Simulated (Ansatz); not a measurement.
Born–Oppenheimer molecular dynamics of CH₅FO₂Ti (10 atoms, charge 0, multiplicity 1). It starts at the highest image of a converged band, a first-order saddle point between two minima.

The calculation used Ansatz 0.2.0, RKS PBE/def2-SVP.

```
ensemble                      : NVE (velocity Verlet)
time step                     : 0.5 fs
steps asked                   : 200
starting velocities drawn for : 100 K
seed                          : 3347
```

First frame:

```xyz
10
Properties=species:S:1:pos:R:3
Ti -0.221 -0.513 -0.293
F 0.472 -2.133 -0.379
C 1.176 0.712 0.662
H 2.057 0.089 0.925
O -0.467 0.163 -1.933
O -1.716 -0.463 0.680
H 0.745 1.144 1.588
H 1.499 1.529 -0.014
H -1.242 0.582 -2.344
H -2.303 -1.110 1.107
```

Problem. How far do the bonds stretch over the last three quarters of this one trajectory? (Pairs bonded in most of those frames.)

Solution. 
```csv
bond,mean (Å),spread (Å),shortest,longest
Ti1–F2,1.765,0.013,1.75,1.78
Ti1–C3,2.084,0.013,2.07,2.11
Ti1–O5,1.795,0.013,1.78,1.82
Ti1–O6,1.784,0.003,1.78,1.79
C3–H4,1.113,0.010,1.09,1.13
C3–H7,1.112,0.019,1.08,1.14
C3–H8,1.111,0.015,1.09,1.14
O5–H9,0.974,0.014,0.95,0.99
O6–H10,0.972,0.002,0.97,0.98
```

Mean temperature of the second half: 88 K. The conserved energy stayed within 0.077 meV per atom of its start (net change 0.051 meV per atom), so the integration is sound. A run of 0.1 ps of so small a system gives no equilibrium averages. The orbitals stay closed-shell, which can raise the energy where a bond breaks towards radicals; this wasn't checked here.

Run time: 6.1 min on 2 threads of Intel(R) Xeon(R) Platinum 8375C CPU @ 2.90GHz (Ice Lake), with other jobs on the host, peak memory 0.18 GiB.
